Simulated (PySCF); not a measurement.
Mapped SMILES: `[F:1][c:2]1[cH:3][cH:4][n:5][c:6]([F:7])[cH:8]1`. Hydrogens are named by the atom that carries them.

Computational details: shielding tensors at B3LYP/pcSseg-2 (GIAO), B3LYP/pcJ-1 coupling constants (spin–dipole term only in couplings to heteroatoms), coordinates at the PBE0-D3(BJ)/def2-SVP level, in PySCF (one computed conformer, isolated molecule, non-relativistic).

Scale: TMS for 1H (reference shieldings calculated alike).

The spectrum was simulated from the full spin Hamiltonian at 400 MHz with 0.6 Hz Lorentzian lines, from shifts rounded to 0.01 ppm and J to 0.1 Hz, couplings under 1 Hz left out.

Question: List the maxima of its 1H spectrum with integrals.

Answer: 
Maxima in Hz from TMS (height), grouped by integral:
1H: 3344.3 (62), 3342.8 (62), 3337.9 (65), 3336.4 (72), 3335.7 (70), 3334.1 (63), 3329.2 (63), 3327.7 (63)
1H: 2748.2 (62), 2746.2 (64), 2741.8 (63), 2740.0 (100), 2738.2 (66), 2733.8 (61), 2731.9 (62)
1H: 2631.5 (63), 2629.6 (64), 2628.1 (66), 2626.2 (62), 2621.9 (64), 2620.0 (64), 2618.5 (65), 2616.6 (61)

Question: Summarise it as multiplets with assignments.

Answer: 1H NMR (400 MHz, computed): δ 8.34 (ddd, J = 8.7, 6.4, 1.5 Hz, 1H, H(C4)), 6.85 (ddd, J = 8.0, 6.4, 1.9 Hz, 1H, H(C3)), 6.56 (ddd, J = 9.6, 3.4, 1.9 Hz, 1H, H(C8)). These are first-order names; overlap and second-order distortion can hide them in the list.

Splittings below 1 Hz are ignored in the labels, and close J values are merged. Unscaled 3J(H,H) at this level run about 10 % above measured values.
